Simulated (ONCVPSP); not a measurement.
**Transferability test, ONCV potential for Pt**

- Element: platinum (Pt)
- Generator: ONCVPSP 4.0.1
- Type: optimised norm-conserving Vanderbilt (ONCV)
- Functional: PBE
- Relativity: fully relativistic
- Frozen core: [Kr] 4d10 4f14
- Valence charge: 18
- Reference configuration: 5s2 5p6 5d8 6s2
- Partial waves: 5s+6s: rc 1.40 bohr, ncon 4, nbas 9, qcut 9.3 1/bohr, 3 projectors, debl 2.5 Ha; 5p: rc 1.10 bohr, ncon 4, nbas 8, qcut 9.1 1/bohr, 1 projector; 5d: rc 1.60 bohr, ncon 5, nbas 9, qcut 5.7 1/bohr, 2 projectors, debl 1.6 Ha
- Local potential: polynomial inside 0.75 bohr (lpopt 5, dvloc0 0 Ha)
- Core correction: none

Open shells are filled in proportion to 2j + 1.

Energies are relative to the spin-unpolarised reference configuration 5s2 5p6 5d8 6s2; without spin polarisation the order of configurations can differ from experiment.

```tsv
valence configuration	charge	ΔE all-electron (eV)	error AE − PS (meV)
5s2 5p6 5d9 6s1	0	-1.019	-1.1
5s2 5p6 5d9 6s0	+1	8.191	-2.0
5s2 5p6 5d7 6s0	+3	60.387	+5.0
```

(1) What are ΔE and the potential's error for 5s2 5p6 5d8 6s0?

Note: ghosts flagged at negative energy: s at -374.3 eV, p3/2 at -125.0 eV, p1/2 at -58.2 eV; no localised positive-energy state flagged. A true bound ghost makes a file unfit for plane-wave use.

## Answers

(1) ΔE = 28.173 eV all-electron; the error (AE − PS) is +1.6 meV.
